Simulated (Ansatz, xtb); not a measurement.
**Relative energy of two isomers of C5H7F3S**

Structure a: `C[C@@H]1S[C@@H]1CC(F)(F)F`, a singlet. Structure b: `C[C@@H]1C[C@@H](C(F)(F)F)S1`, a singlet. Both are isolated molecules in the gas phase, relaxed with PBE0-D3(BJ)/def2-SVP, each in the lowest conformer that the search found.

Q: Estimate E(b) − E(a) at the level CCSD(T)/def2-SVP + ΔMP2/def2-TZVPP.

A: Calculated at CCSD(T)/def2-SVP + ΔMP2/def2-TZVPP: E(b) − E(a) = +1.54 kcal/mol, so structure a lies lower.

Level by level:

| level | geometry | E(b) − E(a) (kcal/mol) | departure from the last row (kcal/mol) | job, with rough time for the two |
| --- | --- | --- | --- | --- |
| GFN2-xTB | GFN2-xTB | −0.62 | −2.16 | optimisation, 0.21 s |
| HF/STO-3G | GFN2-xTB | −15.94 | −17.48 | single point, 0.6 s |
| r2SCAN-D4/def2-SVP | GFN2-xTB | +2.92 | +1.37 | single point, 5.3 s |
| PBE0-D3(BJ)/def2-SVP | PBE0-D3(BJ)/def2-SVP | +1.81 | +0.27 | optimisation, 52 s |
| HF/def2-SVP | PBE0-D3(BJ)/def2-SVP | +2.00 | +0.46 | part of the CCSD(T) run |
| MP2/def2-SVP | PBE0-D3(BJ)/def2-SVP | +2.79 | +1.25 | part of the CCSD(T) run |
| CCSD(T)/def2-SVP | PBE0-D3(BJ)/def2-SVP | +1.43 | −0.12 | single point |
| CCSD(T)/def2-SVP + ΔMP2/def2-TZVPP | PBE0-D3(BJ)/def2-SVP | +1.54 |  | single point, 3.9 min |

As drawn, both hold the same kinds of bond in the same numbers. Structure a has a 3-membered ring, b a 4-membered ring.

GFN2-xTB, HF/STO-3G put the two in the other order. The largest departure from CCSD(T)/def2-SVP + ΔMP2/def2-TZVPP is that of HF/STO-3G, 17.48 kcal/mol. The last row adds to CCSD(T) the change of the MP2 difference between the two basis sets, here +0.12 kcal/mol.

With thermal terms from frequencies at re-optimised GFN2-xTB minima (ideal gas, soft modes damped towards free rotors, one conformer each, 298.15 K, 1 atm): the zero-point term adds +0.39 kcal/mol; ΔH is +1.80 and ΔG +2.13 kcal/mol.

The correlated steps freeze 13 core orbitals. Codes used: Ansatz 0.2.0, xtb 6.7.1; the last row on 4 threads of Arm Neoverse V1 on a shared host.
